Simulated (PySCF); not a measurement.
A species of formula CH8SSeSi2 has this rotational fingerprint, computed with PBE0-D3(BJ)/def2-SVP geometry optimisation, gas phase in PySCF:

- Rotational constants: A = 5623, B = 413.4, C = 390.7 MHz
- Dipole components: |μa| = 0.43 D, |μb| = 1.31 D, |μc| = 0.61 D
- Inertial defect: -18.85 u·Å²
- κ: -0.99

Question: Which structure is it? (One computed conformer of each.)
A. `[SiH3:1][S:2][CH2:3][SiH2:4][SeH:5]` with Si1–S2–C3–Si4 180°, S2–C3–Si4–Se5 179°, C3–Si4–Se5–H 68°
B. `[SiH3:1][CH2:2][S:3][SiH2:4][SeH:5]` with Si1–C2–S3–Si4 -75°, C2–S3–Si4–Se5 -152°, S3–Si4–Se5–H 54°

Answer: A. It is [SiH3]SC[SiH2][SeH], a near-prolate asymmetric top. The candidates at the same level (rigid rotor, commonest isotopes):

```json
{"SMILES": "[SiH3]CS[SiH2][SeH]", "A (MHz)": "5145", "B (MHz)": "503.0", "C (MHz)": "475.0", "μa (D)": "1.22", "μb (D)": "0.00", "μc (D)": "1.47", "Δ (u·Å²)": "-39.00", "point group": "C1", "rotor": "near-prolate asymmetric top"}
{"SMILES": "[SiH3]SC[SiH2][SeH]", "A (MHz)": "5623", "B (MHz)": "413.4", "C (MHz)": "390.7", "μa (D)": "0.43", "μb (D)": "1.31", "μc (D)": "0.61", "Δ (u·Å²)": "-18.85", "point group": "–", "rotor": "near-prolate asymmetric top"}
```

`[SiH3]CS[SiH2][SeH]` has B 22 % too high. No structure here is proved a minimum.
